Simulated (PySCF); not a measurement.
SMILES Clc1cc[c]cc1, doublet, CAM-B3LYP/def2-SVP optimised geometry.

```
11

Cl    -2.22    -0.02     0.00
C     -0.48    -0.01     0.00
C      0.19     1.21     0.00
C      1.59     1.22     0.00
C      2.22     0.00     0.00
C      1.60    -1.23     0.00
C      0.20    -1.23     0.00
H     -0.38     2.14     0.00
H      2.14     2.17     0.00
H      2.16    -2.17     0.00
H     -0.36    -2.16     0.00
```

Density from unrestricted CAM-B3LYP/def2-TZVP run with PySCF at that geometry.

Minimum of the electron density along straight lines between bonded atoms, close to the bond critical point (lines longer than 1.1 times the sum of covalent radii, or with two minima, are not listed):

```
bond    length / Å  ρ at the minimum / e bohr⁻³  ∇²ρ there / e bohr⁻⁵  position (fraction from the first atom)
------  ----------  ---------------------------  --------------------  ---------------------------------------
Cl1–C2       1.740                        0.204                 -0.33                                     0.58
C2–C3        1.394                        0.319                 -0.94                                     0.51
C3–C4        1.398                        0.312                 -0.90                                     0.50
C4–C5        1.375                        0.326                 -0.97                                     0.49
C5–C6        1.375                        0.326                 -0.97                                     0.51
C2–C7        1.394                        0.319                 -0.94                                     0.51
C6–C7        1.398                        0.312                 -0.90                                     0.50
C3–H8        1.091                        0.283                 -1.01                                     0.65
C4–H9        1.093                        0.281                 -1.00                                     0.65
C6–H10       1.093                        0.281                 -1.00                                     0.65
C7–H11       1.091                        0.283                 -1.01                                     0.65
```
